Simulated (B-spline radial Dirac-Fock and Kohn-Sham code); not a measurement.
# Cu⁶⁺: scattering cross sections and density moments

System: Cu⁶⁺ in the configuration [Ar] 3d5.

Input of the calculation (task.json; shells as n, l, electrons):

```json
{"items": [{
  "Z": 29,
  "q": 6,
  "cfg": [[1, 0, 2], [2, 0, 2], [2, 1, 6], [3, 0, 2], [3, 1, 6], [3, 2, 5]],
  "A": 63,
  "rrms": 3.8823,
  "do": ["scatter"],
  "s": [0.0, 0.05, 0.1, 0.15, 0.2, 0.25, 0.3, 0.35, 0.4, 0.45, 0.5, 0.6, 0.7, 0.8, 0.9, 1.0, 1.1, 1.2, 1.4, 1.6, 1.8, 2.0, 2.5, 3.0, 3.5, 4.0, 5.0, 6.0],
  "pz": [0, 0.1, 0.2, 0.3, 0.4, 0.5, 0.6, 0.8, 1.0, 1.2, 1.4, 1.6, 1.8, 2.0, 2.5, 3.0, 4.0, 5.0, 7.0, 10.0, 15.0, 20.0, 30.0, 40.0, 60.0, 100.0],
  "hv_scatter": [1000, 2000, 5000, 10000, 17479.3, 30000, 200000, 1000000]
}]}
```

Run with: `python xray_run.py task.json out`

These are calculated numbers from a B-spline atomic structure program; the model is Dirac-Fock orbitals of the configuration average with a finite nucleus.

| Quantity | Value |
| --- | --- |
| Sum of ⟨r⟩ | 11.01 bohr |
| Sum of ⟨r²⟩ | 8.140 bohr² |
| Sum of ⟨1/r⟩ | 132.85 per bohr |
| Langevin diamagnetic susceptibility | -6.45 × 10⁻⁶ cm³/mol |
| Lamb shielding (α²/3)Σ⟨1/r⟩ | 2358 ppm |

Coherent scattering is the Thomson cross section weighted by f₀², without anomalous dispersion; incoherent scattering is Klein-Nishina weighted by S. The Lamb formula is the non-relativistic shielding expression. Electron correlation is left out. A dash stands where the photon energy is too low for the impulse approximation behind that column.

```csv
hν (keV),coherent (b),incoherent (b),incoherent per electron (b)
1,346.0,–,–
2,329.5,0.4803,0.0209
5,246.4,2.287,0.0995
10,134.5,5.201,0.226
17.4793,69.83,7.731,0.336
30,33.42,9.636,0.419
200,1.249,9.055,0.394
1000,0.05343,4.843,0.211
```

Incoherent scattering overtakes coherent scattering between 30 and 200 keV.
